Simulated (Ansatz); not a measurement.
`CNCC(F)(F)F` → `CNCF` + `F[C]F` at 400 K and 1 bar (difluorocarbene loss).

Gas-phase electronic energies from Ansatz, PBE0-D4/def2-TZVP geometries. CCSD(T)/CBS adds triple-zeta CCSD(T) − MP2 to the extrapolated MP2 energy (def2 sets, frozen cores). This one scheme is used for every species. One conformer a species, not always the lowest.

| species | CCSD(T)/CBS energy (Eh) | H − E (kJ/mol) | S (J/(mol·K)) |
| --- | --- | --- | --- |
| `CNCC(F)(F)F` | -471.84500 | 293.7 | 392.2 |
| `CNCF` | -234.19797 | 249.7 | 316.3 |
| `F[C]F` | -237.54028 | 33.0 | 252.5 |

H − E and S are ideal-gas, rigid-rotor, harmonic terms from PBE0-D4/def2-TZVP, for one conformer and one mirror image of each species. 1 Eh = 2625.50 kJ/mol, R = 8.31446 J/(mol·K).

By hand: ΔE, ΔH, ΔS and ΔG.

ΔE = (-234.19797) + (-237.54028) − (-471.84500) = 0.10675 Eh = 280.3 kJ/mol. Δ(H − E) = 249.7 + 33.0 − 293.7 = -11.0, so ΔH = 269.3 kJ/mol. ΔS = 316.3 + 252.5 − 392.2 = 176.6 J/(mol·K). ΔG = 269.3 − 400 × (176.6)/1000 = 198.7 kJ/mol.

By hand: the equilibrium constant, and the temperature at which ΔG would vanish if ΔH and ΔS stayed fixed.

log₁₀ K = −ΔG/(RT ln 10) = -25.9. ΔG = 0 at ΔH/ΔS = 1525 K.

The number of gas molecules changes by +1, which sets the sign of ΔS. A doubt of 5 kJ/mol in ΔE shifts log₁₀ K by 0.7 here. Other conformers and mirror images would add mixing entropy, several J/(mol·K) or more a flexible species. These are equilibria of isolated gas molecules and say nothing of rates. Largest T1 diagnostic: 0.017 (customary marks: 0.02 for closed shells, 0.045 for open ones).
